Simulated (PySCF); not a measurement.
C3H8FNSi, SMILES C=C(F)C[SiH2]N. Geometry optimised at B3LYP-D3(BJ)/def2-SVP. This is a generated structure with no PubChem entry under its InChIKey; it may be hypothetical. The values are those of a single conformer.

Computed equilibrium geometry at B3LYP-D3(BJ)/def2-SVP (PySCF confirms it by a frequency run) as bond lengths and angles (one conformer of several):
Atoms: C1 C2 F3 C4 Si5 N6 H7 H8 H9 H10 H11 H12 H13 H14. Bond lengths (Å): C1–C2 1.332, C1–H7 1.090, C1–H8 1.091, C2–F3 1.361, C2–C4 1.488, C4–Si5 1.905, C4–H9 1.100, C4–H10 1.105, Si5–N6 1.732, Si5–H11 1.500, Si5–H12 1.492, N6–H13 1.017, N6–H14 1.016. Angles (°): C2–C1–H7 120.2, C2–C1–H8 120.6, H7–C1–H8 119.2, C1–C2–F3 118.7, C1–C2–C4 129.4, F3–C2–C4 111.9, C2–C4–Si5 113.2, C2–C4–H9 109.7, C2–C4–H10 109.7, Si5–C4–H9 109.1, Si5–C4–H10 107.0, H9–C4–H10 108.0, C4–Si5–N6 107.2, C4–Si5–H11 106.9, C4–Si5–H12 109.7, N6–Si5–H11 116.7, N6–Si5–H12 108.7, H11–Si5–H12 107.6, Si5–N6–H13 117.1, Si5–N6–H14 120.5, H13–N6–H14 111.1.
